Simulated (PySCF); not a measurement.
Ta(NMe)F3, CH₃F₃NTa (singlet state).
Bonds: Ta1–N2, Ta1–F7, Ta1–F8, Ta1–F9, N2–C3. Hydrogens: H4, H5, H6 on C3.

Computed by this run: PySCF 2.14.0, PBE0-D3(BJ)/def2-SVP geometry optimisation, gas phase, def2 core potentials past Kr; density fitting, grid level 1; the optimiser is geomeTRIC in internal coordinates, started from a GFN2-xTB structure with every atom displaced at random (about 0.03 Å).

The end geometry, which sets the zero of energy:
```
atom  x, y, z in Å
Ta1     0.4691   -0.0647   -1.4902
N2     -0.0493   -0.0126    0.1837
C3     -0.4576    0.0479    1.5407
H4     -0.2292    1.0336    1.9811
H5     -1.5438   -0.1197    1.6380
H6      0.0568   -0.7179    2.1460
F7      2.3498   -0.2202   -1.4720
F8     -0.1031    1.5513   -2.2775
F9     -0.3600   -1.5670   -2.2756
```

Task: These geometries come from the run, each turned onto the end geometry. Order them by energy, lowest first.
A.
```
atom  x, y, z in Å
Ta1     0.4616   -0.0545   -1.4916
N2     -0.0471   -0.0047    0.1861
C3     -0.4588    0.0486    1.5421
H4     -0.1782    1.0091    2.0067
H5     -1.5530   -0.0625    1.6319
H6      0.0093   -0.7570    2.1339
F7      2.3403   -0.2036   -1.4880
F8     -0.1312    1.5519   -2.2901
F9     -0.3101   -1.5967   -2.2568
```
B.
```
atom  x, y, z in Å
Ta1     0.4707   -0.0668   -1.4875
N2     -0.0515    0.0076    0.1833
C3     -0.4589    0.0457    1.5410
H4     -0.1473    0.9885    2.0246
H5     -1.5563   -0.0367    1.6310
H6     -0.0091   -0.7849    2.1120
F7      2.3513   -0.1483   -1.4679
F8     -0.1284    1.5171   -2.3252
F9     -0.3377   -1.5917   -2.2369
```
C.
```
atom  x, y, z in Å
Ta1     0.4723   -0.0569   -1.4764
N2     -0.0636    0.0222    0.1871
C3     -0.4800    0.0504    1.5407
H4     -0.1320    0.9661    2.0496
H5     -1.5722   -0.0415    1.6377
H6     -0.0089   -0.7665    2.1215
F7      2.3727   -0.1188   -1.5039
F8     -0.0982    1.4659   -2.3263
F9     -0.3574   -1.5905   -2.2557
```
D.
```
atom  x, y, z in Å
Ta1     0.4960   -0.1229   -1.4470
N2     -0.0870   -0.0054    0.2216
C3     -0.5298    0.0438    1.5433
H4     -0.0788    1.0000    2.0608
H5     -1.5670   -0.0645    1.6250
H6     -0.0278   -0.7567    2.1344
F7      2.3541   -0.1277   -1.5513
F8     -0.1176    1.5197   -2.3631
F9     -0.3092   -1.5559   -2.2494
```
E.
```
atom  x, y, z in Å
Ta1     0.4759   -0.0694   -1.4859
N2     -0.0540    0.0107    0.1881
C3     -0.4651    0.0476    1.5462
H4     -0.1454    0.9746    2.0378
H5     -1.5649   -0.0353    1.6393
H6     -0.0104   -0.7775    2.1234
F7      2.3669   -0.1408   -1.4821
F8     -0.1242    1.5212   -2.3437
F9     -0.3461   -1.6004   -2.2486
```

Result: A (0.006 eV), B (0.011 eV), E (0.023 eV), C (0.082 eV), D (0.454 eV).

In the order of the answer:

| step | E above end (eV) | largest force (eV/Å) | rms force component (eV/Å) | rms distance from end (Å) | rms bond change (Å) | bond most changed (Å) |
| --- | --- | --- | --- | --- | --- | --- |
| 8 | 0.006 | 0.07 | 0.022 | 0.043 | 0.001 | Ta1–F8 +0.003 |
| 3 | 0.011 | 0.31 | 0.080 | 0.067 | 0.003 | Ta1–F9 -0.005 |
| 2 | 0.023 | 0.55 | 0.179 | 0.071 | 0.008 | Ta1–F8 +0.018 |
| 1 | 0.082 | 2.04 | 0.544 | 0.080 | 0.021 | Ta1–F8 -0.052 |
| 0 | 0.454 | 4.23 | 1.436 | 0.096 | 0.053 | Ta1–F8 +0.092 |

The cost below is that of the whole optimisation. On an Intel Xeon Platinum 8488C with one thread, no GPU, shared host, this took 98 s and 0.47 GiB of memory at its peak.
